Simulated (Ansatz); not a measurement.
Cost and result for the atomization energy of CH6BIOSi, SMILES `COB([SiH3])I` (11 atoms, 10 bonds).

```
atom   x (Å)   y (Å)   z (Å)
  C1  -0.740  -1.026  -1.355
  O2  -0.644   0.382  -1.217
  B3  -0.082   1.007  -0.186
 Si4   0.800   0.274   1.485
  I5  -0.109   3.166  -0.292
  H6  -1.796  -1.290  -1.431
  H7  -0.290  -1.546  -0.508
  H8  -0.233  -1.314  -2.276
  H9   0.852  -1.215   1.562
 H10   0.049   0.772   2.668
 H11   2.192   0.790   1.549
```

The species carries charge 0 and has multiplicity 1. Correlated methods include outer-core shells of I, which these sets cover unevenly. I: def2 effective core potential. The structure was optimised at the PBE0-D4/def2-TZVP level. It is one conformer, not always the lowest. Program: Ansatz. All runs use 4 threads of an Arm Neoverse V1 on a shared host. Times are those of one run each, without the atoms' runs, and a repeat can differ threefold. Electronic energies, without spin–orbit coupling; frozen cores. CCSD(T)/CBS adds CCSD(T) − MP2 in def2-TZVPP to the MP2 limit, and its time is that of the two runs behind it. T1 = 0.013. With those shells the extrapolation isn't a true limit. B3LYP takes the VWN-RPA correlation (the form of Gaussian; ORCA's B3LYP/G).

CCSD(T)/CBS is a level of theory with its own doubt, some kJ/mol a heavy atom from the limit and from the frozen cores, so smaller differences don't rank the functionals.

| level | functions | wall time | atomization (kJ/mol) | difference from CCSD(T)/CBS | per bond |
| --- | --- | --- | --- | --- | --- |
| PBE-D4/def2-TZVPP (with forces) | 269 | 3.4 s | 3855.9 | 54.2 | 5.4 |
| PBE0-D4/def2-TZVPP | 269 | 4 s | 3799.7 | -2.0 | -0.2 |
| r2SCAN-D4/def2-TZVPP (with forces) | 269 | 6 s | 3817.2 | 15.5 | 1.6 |
| B3LYP-D4/def2-TZVPP (with forces) | 269 | 6.5 s | 3796.5 | -5.2 | -0.5 |
| B2PLYP/def2-TZVPP | 269 | 8.5 s | 3753.7 | -48.0 | -4.8 |
| ωB97X-V/def2-TZVPP | 269 | 11 s | 3808.0 | 6.3 | 0.6 |
| ωB97M-V/def2-TZVPP (with forces) | 269 | 15 s | 3798.0 | -3.7 | -0.4 |
| MP2/def2-QZVPP | 503 | 35 s | 3818.9 | 17.2 | 1.7 |
| CCSD(T)/def2-TZVPP | 269 | 6.7 min | 3703.4 | -98.3 | -9.8 |
| CCSD(T)/CBS(def2) | – | 7.3 min | 3801.7 | 0.0 | 0.0 |

The D4 term adds +42.5 kJ/mol with B3LYP and +22.6 kJ/mol with PBE0; it sums over pairs of atoms, weighted by their polarisabilities, and B3LYP, whose exchange is more repulsive, gets the larger term. In def2-TZVPP, CCSD(T) changes the Hartree–Fock value by +883.0 kJ/mol (the triples alone add +56.5 kJ/mol) and MP2 by +940.6 kJ/mol; breaking electron pairs costs correlation energy, which Hartree–Fock lacks. From PBE to PBE0 (25 % exact exchange), in def2-TZVPP and without D4, the atomization energy moves by −52.6 kJ/mol: exact exchange takes away binding that semilocal exchange gives to molecules.

Spin–orbit coupling would lower the free I atoms strongly, and the atomization energy with them, by more than many differences here.
